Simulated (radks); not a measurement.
Task: Yb3+, 67 electrons, occupied as [Xe] 4f13. Method: scalar-relativistic Kohn-Sham, RPBE, spin-unpolarised, spherical densities, finite nucleus; Fermi nuclear charge, rms radius 5.3108 fm; computed with a radial shooting solver on a logarithmic mesh with Libxc functionals. Some entries of the table are withheld. Estimate them.

| orbital | occ. | eigenvalue (eV) | <r^2> (bohr^2) | <1/r> (bohr^-1) |
|---|---|---|---|---|
| 1s | 2 | -61262.76 | 0.0005300 | 80.62 |
| 2s | 2 | -10408.18 | 0.008211 | 18.80 |
| 2p | 6 | -9177.757 | 0.006715 | 17.26 |
| 3s | 2 | (1) | (2) | 6.946 |
| 3p | 6 | -2001.762 | 0.05419 | 6.465 |
| 3d | 10 | -1549.922 | 0.04510 | 6.123 |
| 4s | 2 | -494.2163 | 0.2684 | 2.937 |
| 4p | 6 | -372.3210 | 0.3049 | 2.680 |
| 4d | 10 | -211.7901 | 0.3623 | 2.372 |
| 5s | 2 | -85.6947 | 1.581 | 1.118 |
| 5p | 6 | -57.0433 | 2.187 | 0.9371 |
| 4f | 13 | -35.9249 | 0.7015 | 1.792 |

Result: 
(1) 3s eigenvalue (eV): -2372.779
(2) 3s <r^2> (bohr^2): 0.05368
